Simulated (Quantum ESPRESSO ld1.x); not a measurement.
Species: Tc I. Configuration: [Kr] 4d5 5s2 (the NIST ground configuration).

Method: scalar-relativistic Kohn-Sham, LDA (Slater exchange, Perdew-Zunger correlation), spin-polarised, spherical densities, point nucleus; open shells are filled with parallel spins first; computed with ld1.x of Quantum ESPRESSO 7.5.

Energy parts (eV):
part                      energy
total                 -116502.45
kinetic                120264.64
electron-nucleus      -280903.10
Hartree                 47509.60
exchange-correlation    -3373.59

Orbitals (lengths in bohr, moments of r in powers of bohr; r(90%) holds 90 % of the orbital's charge):
| orbital | occ. | eigenvalue (eV) | r(90%) |
|---|---|---|---|
| 1s up | 1 | -20839.9 | 0.0615 |
| 1s down | 1 | -20839.9 | 0.0615 |
| 2s up | 1 | -2973.85 | 0.231 |
| 2s down | 1 | -2973.26 | 0.231 |
| 2p up | 3 | -2663.42 | 0.212 |
| 2p down | 3 | -2662.96 | 0.212 |
| 3s up | 1 | -517.181 | 0.615 |
| 3s down | 1 | -516.756 | 0.615 |
| 3p up | 3 | -415.326 | 0.630 |
| 3p down | 3 | -414.864 | 0.630 |
| 3d up | 5 | -249.991 | 0.638 |
| 3d down | 5 | -249.371 | 0.637 |
| 4s up | 1 | -74.2870 | 1.54 |
| 4s down | 1 | -71.4587 | 1.54 |
| 4p up | 3 | -46.3832 | 1.74 |
| 4p down | 3 | -43.3914 | 1.74 |
| 4d up | 5 | -7.8134 | 2.74 |
| 5s up | 1 | -5.7228 | 4.76 |
| 4d down | 0 | -4.9834 | 3.00 |
| 5s down | 1 | -4.5667 | 5.20 |

The highest occupied level is 5s down at -4.567 eV. The configuration is held as typed, so some empty levels lie below it. Summed over all electrons, <r^2> = 58.70 bohr^2, which gives a Langevin (diamagnetic) susceptibility term of -46.5 x 10^-6 cm^3/mol. Spin moment in Bohr magnetons: 5. The density falls to 0.001 e/bohr^3 at r = 4.74 bohr.
